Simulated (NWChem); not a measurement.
# CdH$_{2}$; SMILES [CdH2]

```xyz
3

Cd     0.0000     0.0000     0.0000
H      0.0000     0.0000    -1.6798
H      0.0000     0.0000     1.6798
```
Atoms are numbered in this order, from 1.

Computed with NWChem. All runs use the structure optimised with PBE0/def2-SVP. def2 effective core potentials on Cd; no spin-orbit coupling. Ions are spin-unrestricted doublets at the neutral geometry; other ion states weren't tried.

| level | vertical ionisation energy, ΔSCF (eV) | −ε(HOMO) (eV) | ΔSCF minus −ε(HOMO) (eV) |
|---|---|---|---|
| B3LYP/def2-SVPD | 10.29 | 7.62 | 2.67 |
| PBE/def2-SVPD | 10.13 | 6.66 | 3.47 |
| M06-2X/def2-SVPD | 10.23 | 8.77 | 1.46 |
| BHandHLYP/def2-SVPD | 10.22 | 8.84 | 1.38 |
| PBE0/def2-SVPD | 10.21 | 7.77 | 2.44 |
